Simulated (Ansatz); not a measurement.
The cluster B6. The state is a triplet with charge 0. Geometry PBE0-D4/def2-SVP, that of the neutral singlet; atoms count from 1.

```xyz
6

B    -1.6700   -1.0833    0.3539
B     0.8823   -0.3058   -0.2446
B    -0.1368   -1.2970    0.4905
B    -0.9078    0.2929    0.1478
B     1.5585    1.0273   -0.7768
B     0.2738    1.3659    0.0292
```

The charge 0 triplet is spin-contaminated (final ⟨S²⟩ up to 2.23, 2.00 for a pure state). The structure comes from a short search, and lower isomers may exist.

Estimate the Mulliken populations from the PBE0/def2-TZVP orbitals of Ansatz.


```csv
atom,charge (e),spin (α − β)
B1,0.03,0.93
B2,-0.07,-0.19
B3,0.03,0.25
B4,-0.07,-0.19
B5,0.03,0.93
B6,0.03,0.25
```
Mulliken values and Mayer orders depend strongly on the basis.

Where does the spin sit?

Summed by element: B 2.00, of 2 unpaired in all. Largest on single atoms: B1 0.93, B5 0.93, B3 0.25.

And the Mayer bond orders between bonded heavy atoms (over 0.3)?

B1–B3 1.47 (1.55 Å); B1–B4 1.12 (1.59 Å); B2–B3 1.09 (1.60 Å); B2–B4 0.48 (1.93 Å); B2–B5 1.12 (1.59 Å); B2–B6 0.60 (1.80 Å); B3–B4 0.60 (1.80 Å); B4–B6 1.09 (1.60 Å); B5–B6 1.47 (1.55 Å).
